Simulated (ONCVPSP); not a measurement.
## Potentials for Fe (Z = 26) compared

Generated with ld1.x 7.5 (TM, RRKJ, ultrasoft, PAW), atompaw 4.2 or ONCVPSP 4.0.1. The cutoff is in Ry: for ld1.x and atompaw files where the sum of valence levels is converged to 10 mRy in a Bessel basis, for ONCV files where the hardest occupied wave has 1 mHa per electron of residual kinetic energy. The error is the largest all-electron minus pseudo excitation energy over each file’s own four to seven test configurations (ionisations up to +4, promotions, holes and added fractions of an electron), all of which were solved. The labels leave out finer settings (local radius, basis sizes, second energies), which also bear on the numbers. Spin-polarised tests are not counted. The rows are a selection from randomly drawn settings: files with unsolved tests, undetermined cutoffs or missed reference levels are left out.

A true bound ghost makes a file unfit for plane-wave use even where its test errors are small: the radial tests pick states by their node count and pass the ghost by.

| potential | cutoff (Ry) | largest error (meV) | bound ghosts |
| --- | --- | --- | --- |
| ONCV, LDA (Perdew-Wang 92), scalar-relativistic, rc 1.40/1.10/1.60 (spd), local smoothed, core correction yes, reference 3s2 3p6 3d6 4s2, qcut 8.1/15.7/9.7, projectors 2/3/1 | 118 | -588 | none |
| ONCV, PBEsol, non-relativistic, rc 1.40/1.30/1.50 (spd), local smoothed, core correction no, reference 3s2 3p6 3d6 4s1 4p1, qcut 8.6/12.9/11.4, projectors 2/2/2 | 94 | -52 | none |
| ONCV, PBE, scalar-relativistic, rc 1.60/0.85/1.10 (spd), local smoothed, core correction no, reference 3s2 3p6 3d6 4s2, qcut 7.9/10.4/16.6, projectors 2/2/3 | 186 | -173 | none |
| ONCV, PBE, scalar-relativistic, rc 2.25/2.05/1.15 (spd), local smoothed, core correction yes, reference 3d6 4s2, qcut 3.7/3.7/16.5, projectors 2/2/1 | 171 | -307 | s |
| ONCV, PBEsol, scalar-relativistic, rc 1.55/1.30/1.15 (spd), local smoothed, core correction yes, reference 3s2 3p6 3d6 4s2, qcut 9.9/12.3/13.1, projectors 2/2/2 | 132 | -15 | none |

Problem. Fill in the row for Fe: ONCV, LDA (Perdew-Zunger), fully relativistic, rc 1.30/1.00/1.55 (spd), local smoothed, core correction yes, reference 3s2 3p6 3d6 4s2, qcut 8.6/12.3/8.8, projectors 2/2/2.

Solution. cutoff 70 Ry, largest error -378 meV, bound ghosts: none.
